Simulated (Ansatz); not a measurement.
Cost and result for the atomization energy of `[NH3+][Cu-][OH]` (7 atoms, 6 bonds).

```xyz
7

N    -0.780   -0.172    0.942
Cu    0.428   -0.034   -0.547
O     1.538   -0.037   -1.940
H    -0.453    0.367    1.738
H    -0.875   -1.136    1.245
H    -1.708    0.166    0.704
H     1.849    0.847   -2.143
```

Total charge 0; spin multiplicity 1. For Cu the d shell is correlated and the shells below it are frozen. Scalar relativity is left out up to krypton. The geometry is a stationary point of PBE0-D4/def2-TZVP. It is one conformer, not always the lowest. Program: Ansatz. All runs use 4 threads of an Arm Neoverse V1 on a shared host. Times are those of one run each, without the atoms' runs, and a repeat can differ threefold. Electronic energies, without spin–orbit coupling; frozen cores. CCSD(T)/CBS adds CCSD(T) − MP2 in def2-TZVPP to the MP2 limit, and its time is that of the two runs behind it. T1 = 0.025. With those shells the extrapolation isn't a true limit. HSE06 is the plane-wave form, built on full-range PBE exchange.

CCSD(T)/CBS is a level of theory with its own doubt, some kJ/mol a heavy atom from the limit and from the frozen cores, so smaller differences don't rank the functionals.

```tsv
level	functions	wall time
LDA (SPW92)/def2-TZVPP	182	0.75 s
BLYP-D4/def2-TZVPP	182	1.1 s
revPBE-D4/def2-TZVPP	182	1.2 s
CCSD(T)/def2-SVP	79	1.6 s
HSE06-D4/def2-TZVPP	182	1.7 s
r2SCAN-D4/def2-TZVPP (with forces)	182	2.8 s
PBE-QIDH/def2-TZVPP	182	2.8 s
B2PLYP/def2-TZVPP	182	2.8 s
ωB97X-V/def2-TZVPP	182	4.4 s
B97M-V/def2-TZVPP	182	4.8 s
MP2/def2-QZVPP	334	8 s
CCSD(T)/def2-TZVPP	182	32 s
CCSD(T)/CBS(def2)	–	40 s
```

Q: What atomization energy does each give, and how far from CCSD(T)/CBS? (An estimate is asked.)

A: Ansatz gave: 
```json
{"level": "LDA (SPW92)/def2-TZVPP", "atomization (kcal/mol)": "608.5", "difference from CCSD(T)/CBS": "84.7", "per bond": "14.1"}
{"level": "BLYP-D4/def2-TZVPP", "atomization (kcal/mol)": "524.9", "difference from CCSD(T)/CBS": "1.1", "per bond": "0.2"}
{"level": "revPBE-D4/def2-TZVPP", "atomization (kcal/mol)": "513.1", "difference from CCSD(T)/CBS": "-10.7", "per bond": "-1.8"}
{"level": "CCSD(T)/def2-SVP", "atomization (kcal/mol)": "475.4", "difference from CCSD(T)/CBS": "-48.4", "per bond": "-8.1"}
{"level": "HSE06-D4/def2-TZVPP", "atomization (kcal/mol)": "509.4", "difference from CCSD(T)/CBS": "-14.4", "per bond": "-2.4"}
{"level": "r2SCAN-D4/def2-TZVPP (with forces)", "atomization (kcal/mol)": "519.9", "difference from CCSD(T)/CBS": "-3.9", "per bond": "-0.6"}
{"level": "PBE-QIDH/def2-TZVPP", "atomization (kcal/mol)": "505.6", "difference from CCSD(T)/CBS": "-18.2", "per bond": "-3.0"}
{"level": "B2PLYP/def2-TZVPP", "atomization (kcal/mol)": "514.8", "difference from CCSD(T)/CBS": "-9.0", "per bond": "-1.5"}
{"level": "ωB97X-V/def2-TZVPP", "atomization (kcal/mol)": "518.7", "difference from CCSD(T)/CBS": "-5.1", "per bond": "-0.8"}
{"level": "B97M-V/def2-TZVPP", "atomization (kcal/mol)": "517.8", "difference from CCSD(T)/CBS": "-6.0", "per bond": "-1.0"}
{"level": "MP2/def2-QZVPP", "atomization (kcal/mol)": "529.2", "difference from CCSD(T)/CBS": "5.4", "per bond": "0.9"}
{"level": "CCSD(T)/def2-TZVPP", "atomization (kcal/mol)": "503.6", "difference from CCSD(T)/CBS": "-20.2", "per bond": "-3.4"}
{"level": "CCSD(T)/CBS(def2)", "atomization (kcal/mol)": "523.8", "difference from CCSD(T)/CBS": "0.0", "per bond": "0.0"}
```

From PBE to PBE0 (25 % exact exchange), in def2-TZVPP and without D4, the atomization energy moves by −21.3 kcal/mol: exact exchange takes away binding that semilocal exchange gives to molecules. In def2-TZVPP, CCSD(T) changes the Hartree–Fock value by +182.7 kcal/mol (the triples alone add +11.4 kcal/mol) and MP2 by +196.2 kcal/mol; breaking electron pairs costs correlation energy, which Hartree–Fock lacks. The D4 term adds +3.1 kcal/mol with B3LYP and +1.6 kcal/mol with PBE0; it sums over pairs of atoms, weighted by their polarisabilities, and B3LYP, whose exchange is more repulsive, gets the larger term.

B3LYP here is the variant with VWN-RPA as its local correlation; programs differ in this.
